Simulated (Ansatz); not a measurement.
BGaH₃N, SMILES `[BH]1[NH][GaH]1`. Total charge 0; spin multiplicity 1. All single points use the PBE0-D4/def2-TZVP geometry.

```xyz
6

B    -0.054    0.521   -0.863
N    -0.727    0.015    0.214
Ga    1.156   -0.465    0.405
H    -0.268    1.148   -1.853
H    -1.711    0.067    0.451
H     1.604   -1.287    1.647
```

**Question.** What is the dipole moment at ωB97M-V/def2-TZVPP? (Estimate.)

**Answer.** Ansatz gave: 0.69 D, with components (-0.27, -0.28, 0.57) D in this frame, pointing from negative to positive charge.

**Question.** And with PBE, r2SCAN, B3LYP? (Estimate.)

**Answer.** Ansatz gave: PBE 0.79 D, r2SCAN 0.78 D, B3LYP 0.63 D.

**Question.** Give the Mulliken charges with ωB97M-V, r2SCAN, B3LYP in def2-TZVPP. (Best estimate.)

**Answer.** Ansatz gave: 
```json
{"atom": "B1", "ωB97M-V": "0.01", "r2SCAN": "0.09", "B3LYP": "0.09"}
{"atom": "N2", "ωB97M-V": "-0.28", "r2SCAN": "-0.31", "B3LYP": "-0.30"}
{"atom": "Ga3", "ωB97M-V": "0.06", "r2SCAN": "0.10", "B3LYP": "0.05"}
{"atom": "H4", "ωB97M-V": "0.08", "r2SCAN": "0.00", "B3LYP": "0.03"}
{"atom": "H5", "ωB97M-V": "0.11", "r2SCAN": "0.15", "B3LYP": "0.14"}
{"atom": "H6", "ωB97M-V": "0.02", "r2SCAN": "-0.03", "B3LYP": "-0.02"}
```

B3LYP here is the variant with VWN-RPA as its local correlation; programs differ in this.
